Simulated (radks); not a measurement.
Results of a calculation; reference values are marked as such.
The scandium ion Sc4+, 17 electrons, occupied as [Ne] 3s2 3p5. Code: a radial shooting solver on a logarithmic mesh with Libxc functionals. Model: scalar-relativistic Kohn-Sham, LDA (Slater exchange, Perdew-Wang correlation), spin-polarised, spherical densities, point nucleus; open shells are filled with parallel spins first.

Normalised radial functions P(r) = r R(r), r in bohr:

r,2p down
0.00539,0.0085
0.007665,0.0165
0.01081,0.0313
0.01537,0.0598
0.02186,0.1123
0.03083,0.2027
0.04384,0.3577
0.06234,0.5998
0.08794,0.9285
0.125,1.3206
0.1778,1.6508
0.2508,1.7383
0.3566,1.4628
0.5071,0.9081
0.7153,0.3842
1.017,0.0922
1.446,0.0104
2.04,0.0004
2.9,0.0000

2p down: eigenvalue -444.23 eV, 0 radial nodes, <r> = 0.308 bohr, 90 % of the charge inside 0.507 bohr.
